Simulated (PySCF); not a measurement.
Ge(H)2(Et)(NH2), SMILES C[CH2][GeH2][NH2] (C₂H₉GeN) (CAM-B3LYP/def2-SVP optimised geometry):

```
13

Ge    -1.549    -0.215     0.000
N     -2.114    -1.179     1.462
C      0.406    -0.215     0.000
C      1.015     0.290     1.307
H     -2.116    -0.942    -1.232
H     -2.064     1.248     0.000
H     -1.996    -0.720     2.362
H     -3.068    -1.526     1.404
H      0.729    -1.248    -0.201
H      0.748     0.394    -0.852
H      0.719     1.330     1.521
H      2.116     0.265     1.280
H      0.696    -0.329     2.159
```

Method: CAM-B3LYP/def2-TZVP run with PySCF.

What are the frontier orbital energies and the dipole moment?

HOMO-2 -10.55 eV, HOMO-1 -9.67 eV, HOMO -8.47 eV, LUMO 1.48 eV, LUMO+1 2.09 eV; dipole moment 0.66 D.

On the same geometry PBE/def2-TZVP (PySCF) gives HOMO-2 -7.77 eV, HOMO-1 -7.02 eV, HOMO -5.64 eV, LUMO -0.18 eV, LUMO+1 0.49 eV; dipole moment 0.63 D.

Meta-Löwdin charges at CAM-B3LYP/def2-TZVP: Ge1 0.64, N2 -0.72, C3 -0.40, C4 -0.32, H5 -0.08, H6 -0.11, H7 0.22, H8 0.22, H9 0.11, H10 0.11, H11 0.10, H12 0.11, H13 0.11.
